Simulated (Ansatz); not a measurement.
Ansatz (a program for electronic structure) input:

Ansatz 0.2 input:
```yaml
crystal:
  periodic: [false, false, false]
  atoms:
    - {symbol: Si, position_ang: [-0.15494784, 0.24930125, -0.16223477]}
    - {symbol: Cl, position_ang: [0.11160238, -0.92189773, 1.46749118]}
    - {symbol: N, position_ang: [1.25428961, -0.44613367, -1.24941652]}
    - {symbol: N, position_ang: [0.24034297, 1.87781322, -0.13005271]}
    - {symbol: N, position_ang: [-1.59422087, -0.08338424, -0.93686761]}
    - {symbol: H, position_ang: [2.17699096, -0.35188421, -0.82037343]}
    - {symbol: H, position_ang: [1.28327841, 0.03256056, -2.15175816]}
    - {symbol: H, position_ang: [-0.49302177, 2.56354432, -0.01328613]}
    - {symbol: H, position_ang: [1.12033591, 2.23506635, 0.21300504]}
    - {symbol: H, position_ang: [-2.01268828, 0.52278601, -1.62609442]}
    - {symbol: H, position_ang: [-2.21641199, -0.81657961, -0.63301212]}
    - {symbol: H, position_ang: [1.11066388, -1.44151692, -1.43018596]}
basis:
  gaussian:
    orbitals: def2-TZVPD
hamiltonian:
  xc: {name: B3LYP}
total_charge: 1
output: {forces: true}
```

Problem. Which total energy does the run end on?

Solution. -918.22096 Eh (B3LYP/def2-TZVPD). The basis has 263 functions.

It need not be the lowest isomer of its formula.
